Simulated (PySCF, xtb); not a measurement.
Al(Me)(H) (CH₄Al), SMILES [CH3][AlH+], charge +1.

Harmonic wavenumbers (cm⁻¹) from GFN2-xTB run with xtb 6.7.1 at its own minimum, in rising order: 553, 553, 639, 639, 698, 1179, 1299, 1299, 1797, 2854, 2855, 2857.

Question: What does PySCF 2.14.0 with PBE0-D3(BJ)/def2-TZVP give at its own minimum? (The exact figures need the calculation; the answer reports its results.)

Answer: 365, 365, 683, 714, 714, 1223, 1406, 1406, 2048, 3039, 3134, 3134. Paired by order, the mean absolute difference is 147 cm⁻¹ and the zero-point energies are 24.6 and 26.1 kcal/mol.
